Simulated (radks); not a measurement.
Values are calculated unless marked as measured or tabulated.
Problem. Coherent X-ray form factor from a spherical all-electron density. Code: a radial shooting solver on a logarithmic mesh with Libxc functionals. Model: scalar-relativistic Kohn-Sham, LDA (Slater exchange, Perdew-Wang correlation), spin-polarised, spherical densities, finite nucleus; Fermi nuclear charge, rms radius of each element as measured or else 0.836 A^(1/3) + 0.57 fm.

sin(theta)/lambda (1/angstrom)  f0 (electrons)
0.05                                     7.958
0.1                                      7.834
0.15                                     7.634
0.2                                      7.367
0.25                                     7.044
0.3                                      6.678
0.4                                      5.873
0.5                                      5.049
0.6                                      4.281
0.8                                      3.063
1                                        2.287
1.25                                     1.758
1.5                                      1.488
2                                        1.201

The species is in the configuration that NIST lists as its ground one. Which atom or ion scatters so?

Solution. The aluminium ion Al5+, [He] 2s2 2p4. Extrapolating in s^2 from the first two rows gives f0(0) = 8.0, near the electron count 8; among species with that count, the fall with angle is slower the higher Z, and the table is that of Z = 13; from so few rows the species is fixed only to a neighbour or two.
